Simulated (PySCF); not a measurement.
PySCF input file for C6H4N2OSe, SMILES c1ccc(-c2nnco2)[se]1, TDA-B3LYP/def2-SVPD. The structure is a stationary point at B3LYP-D3(BJ)/def2-SVP. This is a generated structure with no PubChem entry under its InChIKey; it may be hypothetical. One conformer was computed; it need not be the lowest.

```python
import numpy as np
from pyscf import gto, scf, dft, tdscf

mol = gto.M(
    atom='''
    C     1.63065482    2.18324368   -0.00000000
    C     0.35047557    2.67399258   -0.00000000
    Se   -0.92657284    1.31259502    0.00000000
    C     0.51696786    0.10285603   -0.00000000
    C     0.32721053   -1.32594029    0.00000000
    N     1.22652978   -2.26916245    0.00000000
    N     0.53865343   -3.47102140   -0.00000000
    C    -0.71748741   -3.17519889    0.00000000
    O    -0.93796158   -1.83623782   -0.00000000
    C     1.72667606    0.76088283   -0.00000000
    H     2.50749200    2.83348577    0.00000000
    H     0.04379675    3.71916190    0.00000000
    H    -1.57703975   -3.84088028   -0.00000000
    H     2.66965306    0.21217571    0.00000000
    ''',
    basis='def2-SVPD',
    charge=0,
    spin=0,
    symmetry=True,
    max_memory=1600,
    verbose=4,
)
mf = dft.RKS(mol, xc='b3lyp').density_fit(auxbasis='def2-universal-jkfit')
mf.grids.level = 3
mf.conv_tol = 1e-9
mf.max_cycle = 100
mf.kernel()
mf.grids = dft.Grids(mol).set(level=1).build(with_non0tab=True)  # coarser grid for the response kernel
td = tdscf.TDA(mf)
td.singlet = True
td.nstates = 6
td.conv_tol = 1e-4
td.positive_eig_threshold = 1e-6
td.kernel(x0=td.get_init_guess(mf, 11))
td.analyze()
tt = tdscf.TDA(mf)
tt.singlet = False
tt.nstates = 2
tt.conv_tol = 1e-4
tt.positive_eig_threshold = 1e-6
tt.kernel(x0=tt.get_init_guess(mf, 7))
tt.analyze(verbose=3)
```

Output:

```
PySCF version 2.14.0

[INPUT] verbose = 4
[INPUT] num. atoms = 14
[INPUT] num. electrons = 96
[INPUT] charge = 0
[INPUT] spin (= nelec alpha-beta = 2S) = 0
[INPUT] symmetry True subgroup None
[INPUT] Mole.unit = angstrom
[INPUT] Symbol           X                Y                Z      unit          X                Y                Z       unit  Magmom
[INPUT]  1 C      1.630654820000   2.183243680000   0.000000000000 AA    3.081491013502   4.125732618388   0.000000000000 Bohr   0.0
[INPUT]  2 C      0.350475570000   2.673992580000   0.000000000000 AA    0.662302840651   5.053113635319   0.000000000000 Bohr   0.0
[INPUT]  3 Se    -0.926572840000   1.312595020000   0.000000000000 AA   -1.750968902060   2.480445100268   0.000000000000 Bohr   0.0
[INPUT]  4 C      0.516967860000   0.102856030000   0.000000000000 AA    0.976927670602   0.194369726960   0.000000000000 Bohr   0.0
[INPUT]  5 C      0.327210530000  -1.325940290000   0.000000000000 AA    0.618338286774  -2.505664005626   0.000000000000 Bohr   0.0
[INPUT]  6 N      1.226529780000  -2.269162450000   0.000000000000 AA    2.317805367823  -4.288095562647   0.000000000000 Bohr   0.0
[INPUT]  7 N      0.538653430000  -3.471021400000   0.000000000000 AA    1.017907458758  -6.559279818504   0.000000000000 Bohr   0.0
[INPUT]  8 C     -0.717487410000  -3.175198890000   0.000000000000 AA   -1.355854702724  -6.000256293123   0.000000000000 Bohr   0.0
[INPUT]  9 O     -0.937961580000  -1.836237820000   0.000000000000 AA   -1.772490501564  -3.469986579368   0.000000000000 Bohr   0.0
[INPUT] 10 C      1.726676060000   0.760882830000   0.000000000000 AA    3.262944859243   1.437860161584   0.000000000000 Bohr   0.0
[INPUT] 11 H      2.507492000000   2.833485770000   0.000000000000 AA    4.738473139538   5.354512083152   0.000000000000 Bohr   0.0
[INPUT] 12 H      0.043796750000   3.719161900000   0.000000000000 AA    0.082763862646   7.028197403917   0.000000000000 Bohr   0.0
[INPUT] 13 H     -1.577039750000  -3.840880280000   0.000000000000 AA   -2.980173215053  -7.258211806443   0.000000000000 Bohr   0.0
[INPUT] 14 H      2.669653060000   0.212175710000   0.000000000000 AA    5.044913131007   0.400953982185   0.000000000000 Bohr   0.0

nuclear repulsion = 749.985053550114
point group symmetry = Cs
symmetry origin: [-1.77161826e-09 -1.77161817e-09  0.00000000e+00]
symmetry axis x: [1.00000000e+00 1.50542702e-09 0.00000000e+00]
symmetry axis y: [-1.50542702e-09  1.00000000e+00  0.00000000e+00]
symmetry axis z: [0. 0. 1.]
num. orbitals of irrep A' = 180
num. orbitals of irrep A" = 76
number of shells = 104
number of NR pGTOs = 396
number of NR cGTOs = 256
basis = def2-SVPD
ecp = {}


[settings echo left out]
init E= -2817.68047896305
HOMO (A") = -0.255193049862154  LUMO (A") = -0.122633653849848  gap/eV = 3.60712
cycle= 1 E= -2816.64527038382  delta_E= 1.04  |g|= 0.628  |ddm|= 8.53
HOMO (A") = -0.219147259813344  LUMO (A") = -0.0619865255902363  gap/eV = 4.27656
cycle= 2 E= -2816.50625169508  delta_E= 0.139  |g|= 0.991  |ddm|= 3.25
HOMO (A") = -0.244878308669299  LUMO (A") = -0.0761627047425648  gap/eV = 4.59099
cycle= 3 E= -2816.72266567621  delta_E= -0.216  |g|= 0.167  |ddm|=  2.2
HOMO (A") = -0.246030868030586  LUMO (A") = -0.0793839107656029  gap/eV = 4.53469
cycle= 4 E= -2816.72784397239  delta_E= -0.00518  |g|= 0.0956  |ddm|= 0.419
HOMO (A") = -0.246192703161443  LUMO (A") = -0.0783468207854559  gap/eV = 4.56732
cycle= 5 E= -2816.72980723453  delta_E= -0.00196  |g|= 0.0176  |ddm|= 0.18
HOMO (A") = -0.246369071183352  LUMO (A") = -0.0785329586309791  gap/eV = 4.56705
cycle= 6 E= -2816.72985658493  delta_E= -4.94e-05  |g|= 0.0107  |ddm|= 0.0522
HOMO (A") = -0.246286963256113  LUMO (A") = -0.0783448895924921  gap/eV = 4.56994
cycle= 7 E= -2816.7298852423  delta_E= -2.87e-05  |g|= 0.00175  |ddm|= 0.0224
HOMO (A") = -0.246315385789501  LUMO (A") = -0.0783477700461299  gap/eV = 4.57063
cycle= 8 E= -2816.72988593658  delta_E= -6.94e-07  |g|= 0.000629  |ddm|= 0.00574
HOMO (A") = -0.246291323875376  LUMO (A") = -0.0783383582742028  gap/eV = 4.57023
cycle= 9 E= -2816.72988602825  delta_E= -9.17e-08  |g|= 0.00015  |ddm|= 0.0019
HOMO (A") = -0.246306838669677  LUMO (A") = -0.0783491920341413  gap/eV = 4.57036
cycle= 10 E= -2816.72988603325  delta_E= -5e-09  |g|= 8.63e-05  |ddm|= 0.000479
HOMO (A") = -0.246303325296914  LUMO (A") = -0.0783460974296659  gap/eV = 4.57035
cycle= 11 E= -2816.72988603473  delta_E= -1.49e-09  |g|= 4.15e-05  |ddm|= 0.000224
HOMO (A") = -0.246302329878736  LUMO (A") = -0.0783454584559427  gap/eV = 4.57034
cycle= 12 E= -2816.72988603511  delta_E= -3.77e-10  |g|= 1.07e-05  |ddm|= 7.93e-05
HOMO (A") = -0.246302487198784  LUMO (A") = -0.0783452890613994  gap/eV = 4.57035
Extra cycle  E= -2816.72988603501  delta_E= 1e-10  |g|= 2.21e-05  |ddm|= 5.89e-05
converged SCF energy = -2816.72988603501
tot grids = 63720
Overwritten attributes  positive_eig_threshold  of <class 'pyscf.tdscf.rks.TDA'>


******** <class 'pyscf.tdscf.rks.TDA'> for <class 'pyscf.df.df_jk.DFSymAdaptedRKS'> ********
nstates = 6 singlet
deg_eia_thresh = 1.000e-03
wfnsym = None
conv_tol = 0.0001
eigh lindep = 1e-12
eigh level_shift = 0
eigh max_cycle = 100


Excitation energies (eV)
[4.52967839 4.77739188 4.82397826 5.02122096 5.35037499 5.75452659]

** Singlet excitation energies and oscillator strengths **
Excited State   1:   A'      4.52968 eV    273.72 nm  f=0.4360
      47 -> 49       -0.30695
      48 -> 49       -0.61077
Excited State   2:   A"      4.77739 eV    259.52 nm  f=0.0011
      46 -> 49       -0.69861
Excited State   3:   A'      4.82398 eV    257.02 nm  f=0.1867
      47 -> 49       -0.59043
      48 -> 49        0.30725
      48 -> 53       -0.15950
Excited State   4:   A"      5.02122 eV    246.92 nm  f=0.0007
      48 -> 50       -0.69999
Excited State   5:   A"      5.35037 eV    231.73 nm  f=0.0004
      47 -> 50        0.70093
Excited State   6:   A'      5.75453 eV    215.46 nm  f=0.0222
      45 -> 49       -0.36506
      48 -> 51       -0.57769

** Transition electric dipole moments (AU) **
state          X           Y           Z        Dip. S.      Osc.
  1        -0.1950      1.9726     -0.0000      3.9290      0.4360
  2        -0.0000      0.0000      0.0963      0.0093      0.0011
  3        -0.8126     -0.9586     -0.0000      1.5793      0.1867
  4        -0.0000      0.0000     -0.0735      0.0054      0.0007
  5        -0.0000     -0.0000     -0.0581      0.0034      0.0004
  6         0.3712      0.1406     -0.0000      0.1576      0.0222

** Transition velocity dipole moments (imaginary part, AU) **
state          X           Y           Z        Dip. S.      Osc.
  1         0.0500      0.0652      0.0000      0.0067      0.0270
  2        -0.0000      0.0000     -0.0224      0.0005      0.0019
  3         0.0501     -0.0229     -0.0000      0.0030      0.0114
  4        -0.0000      0.0000     -0.0364      0.0013      0.0048
  5        -0.0000     -0.0000     -0.0248      0.0006      0.0021
  6        -0.0374      0.0358      0.0000      0.0027      0.0084

** Transition magnetic dipole moments (imaginary part, AU) **
state          X           Y           Z
  1         0.0000      0.0000     -0.8763
  2        -0.0654      0.2647      0.0000
  3        -0.0000      0.0000      0.3985
  4         0.2610      0.0545      0.0000
  5        -0.4706      0.0123      0.0000
  6         0.0000      0.0000     -0.1305


******** <class 'pyscf.tdscf.rks.TDA'> for <class 'pyscf.df.df_jk.DFSymAdaptedRKS'> ********
nstates = 2 triplet
deg_eia_thresh = 1.000e-03
wfnsym = None
conv_tol = 0.0001
eigh lindep = 1e-12
eigh level_shift = 0
eigh max_cycle = 100


Excitation energies (eV)
[2.82826654 3.64217386]

** Triplet excitation energies and oscillator strengths **
Excited State   1:   A'      2.82827 eV    438.38 nm  f=0.0000
Excited State   2:   A'      3.64217 eV    340.41 nm  f=0.0000
```

The calculation finished and met its thresholds.

Cost: about 9 core-minutes (a rough figure).
